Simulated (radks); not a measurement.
Question: These are the eigenvalues of the occupied orbitals of an atom or ion with whole-number occupations (eV). All-electron calculation, Dirac Kohn-Sham, PBEsol, spin-unpolarised, spherical densities, finite nucleus; Fermi nuclear charge, rms radius of each element as measured or else 0.836 A^(1/3) + 0.57 fm. Program: a radial shooting solver on a logarithmic mesh with Libxc functionals.

1s1/2: -37208.53
2s1/2: -5879.338
2p1/2: -5539.143
2p3/2: -5157.687
3s1/2: -1240.850
3p1/2: -1097.961
3p3/2: -1024.242
3d3/2: -773.2216
3d5/2: -757.5003
4s1/2: -243.2815
4p1/2: -191.3384
4p3/2: -175.9290
4d3/2: -91.0558
4d5/2: -88.4381
5s1/2: -33.6584
5p1/2: -20.1830
5p3/2: -18.0946
6s1/2: -3.2460

Which element is it, and in what charge state? The configuration may be excited. Open shells, if any, fill j = l - 1/2 first.

Answer: Z = 56, barium, charge 0: Ba in [Xe] 6s2. The list shows which subshells hold electrons but not how many an open one holds; the 1s level, -1367.4 hartree, gives Z - s = 52.3 by -(Z - s)^2/2, which with screening and relativity narrows Z to a few neighbours, and the depths of the outer levels then fix element, charge and occupations together.
